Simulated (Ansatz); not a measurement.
`P[SiH2]Cl` + HBr → `Cl[SiH2]Br` + PH₃ at 600 K and 1 bar (cleavage of the Si–P bond).

Computed with Ansatz on PBE0-D4/def2-TZVP structures; ΔE is electronic, products minus reactants. CBS: MP2 limit from def2 TZ/QZ plus the TZ coupled-cluster correction, frozen cores. This one scheme is used for every species. For Br outer-core shells are correlated without core-valence functions, which leaves a few kJ/mol of doubt a bond. Scalar relativity is left out up to krypton. Each species was taken in one conformer, which may not be the lowest.

| species | CCSD(T)/CBS energy (Eh) | H − E (kJ/mol) | S (J/(mol·K)) |
| --- | --- | --- | --- |
| `P[SiH2]Cl` | -1092.24436 | 142.0 | 381.7 |
| HBr | -2573.91920 | 33.5 | 219.1 |
| `Cl[SiH2]Br` | -3323.46904 | 89.0 | 356.5 |
| PH₃ | -342.72256 | 86.3 | 240.2 |

H − E and S are ideal-gas, rigid-rotor, harmonic terms from PBE0-D4/def2-TZVP, for one conformer and one mirror image of each species. 1 Eh = 2625.50 kJ/mol, R = 8.31446 J/(mol·K).

Task: By hand: ΔE, ΔH, ΔS and ΔG.

Result: ΔE = (-3323.46904) + (-342.72256) − (-1092.24436) − (-2573.91920) = -0.02804 Eh = -73.6 kJ/mol. Δ(H − E) = 89.0 + 86.3 − 142.0 − 33.5 = -0.2, so ΔH = -73.8 kJ/mol. ΔS = 356.5 + 240.2 − 381.7 − 219.1 = -4.1 J/(mol·K). ΔG = -73.8 − 600 × (-4.1)/1000 = -71.3 kJ/mol.

Task: By hand: the equilibrium constant, and the temperature at which ΔG would vanish if ΔH and ΔS stayed fixed.

Result: log₁₀ K = −ΔG/(RT ln 10) = 6.2. ΔG = 0 at ΔH/ΔS = 18000 K, far beyond where these terms or the molecules hold.

The number of gas molecules stays the same, so ΔS is small and ΔH decides. A doubt of 5 kJ/mol in ΔE shifts log₁₀ K by 0.4 here. Other conformers and mirror images would add mixing entropy, several J/(mol·K) or more a flexible species. These are equilibria of isolated gas molecules and say nothing of rates. Largest T1 diagnostic: 0.013 (customary marks: 0.02 for closed shells, 0.045 for open ones).
